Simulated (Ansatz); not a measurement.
Isolated molecules relaxed with PBE0-D4/def2-TZVP in Ansatz; ΔE leaves out vibrations. CCSD(T)/CBS adds triple-zeta CCSD(T) − MP2 to the extrapolated MP2 energy (def2 sets, frozen cores). This one scheme is used for every species. Functionals use def2-TZVPP. HSE06 is defined as in plane-wave codes. Elements past krypton have def2 core potentials. For Cd outer-core shells are correlated without core-valence functions, which leaves a few kJ/mol of doubt a bond. One conformer a species, not always the lowest.

Consider the ligand exchange at a Cd–C bond: `C[CH](C)[Cd][NH2]` + CH₃SH → `C[S][Cd][NH2]` + `CCC`.

```json
{"level": "LDA (SPW92)", "ΔE (kJ/mol)": "-108.7", "difference from CCSD(T)/CBS": "10.5"}
{"level": "BLYP-D4", "ΔE (kJ/mol)": "-112.9", "difference from CCSD(T)/CBS": "6.3"}
{"level": "B97M-V", "ΔE (kJ/mol)": "-124.5", "difference from CCSD(T)/CBS": "-5.3"}
{"level": "PBE0-D4", "ΔE (kJ/mol)": "-121.1", "difference from CCSD(T)/CBS": "-1.9"}
{"level": "r2SCANh-D4", "ΔE (kJ/mol)": "-122.0", "difference from CCSD(T)/CBS": "-2.8"}
{"level": "PBE-QIDH", "ΔE (kJ/mol)": "-121.4", "difference from CCSD(T)/CBS": "-2.2"}
{"level": "PBE", "ΔE (kJ/mol)": "-116.1", "difference from CCSD(T)/CBS": "3.1"}
{"level": "PBE0", "ΔE (kJ/mol)": "-122.9", "difference from CCSD(T)/CBS": "-3.7"}
{"level": "HSE06", "ΔE (kJ/mol)": "-122.9", "difference from CCSD(T)/CBS": "-3.7"}
{"level": "CAM-B3LYP", "ΔE (kJ/mol)": "-122.3", "difference from CCSD(T)/CBS": "-3.1"}
{"level": "CCSD(T)/CBS", "ΔE (kJ/mol)": "-119.2", "difference from CCSD(T)/CBS": "0"}
```

Largest T1 diagnostic among the species: 0.014.

From r2SCAN to r2SCAN0 (25 % exact exchange), in def2-TZVPP and without D4, ΔE moves by −5.0 kJ/mol. In def2-TZVPP, CCSD(T) changes the Hartree–Fock value by +35.7 kJ/mol (the triples alone add +3.9 kJ/mol) and MP2 by +38.7 kJ/mol. The D4 term adds +3.3 kJ/mol with B3LYP and +1.8 kJ/mol with PBE0; it sums over pairs of atoms, weighted by their polarisabilities, and B3LYP, whose exchange is more repulsive, gets the larger term.

B3LYP here is the variant with VWN-RPA as its local correlation; programs differ in this.
